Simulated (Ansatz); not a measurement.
AlN, charge -1, doublet (typed; the unrestricted solution is spin-contaminated), geometry from GFN2-xTB of the parent state (such geometries of metal compounds can be far from the true shape) (a state made from the parent by changing its charge; the spin is typed, not shown lowest) (a gas-phase anion, which may not be bound at this level); MP2/6-31G** in Ansatz (an electronic-structure program).

Input for Ansatz:
Ansatz 0.2 input:
```yaml
crystal:
  periodic: [false, false, false]
  atoms:
    - {symbol: Al, position_ang: [-0.00000000, -0.00000000, -0.59733836]}
    - {symbol: N, position_ang: [0.00000000, 0.00000000, 1.10934267]}
basis:
  gaussian:
    orbitals: 6-31G__.json
total_charge: -1
magnetization: {spin_polarized: true, initial_magnetization: 1}
correlation: {method: mp2}
```
The basis file holds 6-31G** in the JSON format of the Basis Set Exchange.

Output, abridged:

```
Functional definition: HF
300 factors; integrals over basis functions are off by at most 8.0e-4 eV
mean field evaluation 1: about -8060.2520 eV, gradient 8.2e0 eV
mean field evaluation 2: about -8060.2931 eV, gradient 8.0e0 eV
mean field evaluation 4: about -8061.2019 eV, gradient 3.2e0 eV
mean field evaluation 8: about -8061.5174 eV, gradient 5.4e-1 eV
mean field evaluation 16: about -8061.5548 eV, gradient 2.5e-2 eV
mean field evaluation 32: about -8061.5563 eV, gradient 7.3e-3 eV
mean field evaluation 64: about -8061.5415 eV, gradient 4.2e-1 eV
mean field evaluation 96: about -8061.5560 eV, gradient 1.3e-1 eV
mean field evaluation 128: about -8061.5563 eV, gradient 2.8e-6 eV
mean field evaluation 160: about -8061.5563 eV, gradient 7.0e-3 eV
mean field evaluation 192: about -8061.7762 eV, gradient 2.1e0 eV
mean field evaluation 224: about -8061.8335 eV, gradient 3.9e-5 eV
mean field evaluation 256: about -8061.8333 eV, gradient 1.1e-1 eV
mean field evaluation 288: about -8056.8940 eV, gradient 1.7e1 eV
mean field evaluation 320: about -8061.8001 eV, gradient 5.7e-1 eV
mean field evaluation 352: about -8061.5548 eV, gradient 6.7e-6 eV
mean field -8061.84173149 eV, -296.2672191195 hartree, gradient 2.2e-6 eV, S^2 1.362425; 17 other end points of the search recorded, 0 dependent functions left out
6 core orbitals not correlated
reference -8061.84173149 eV, -296.2672191195 hartree; 5, 4 occupied and 23, 24 virtual orbitals, 300 factors
second order -4.38760275 eV of doubles, -0.00000000 eV of singles
Total energy: -8066.22933424 eV, -296.4284605466 hartree
```
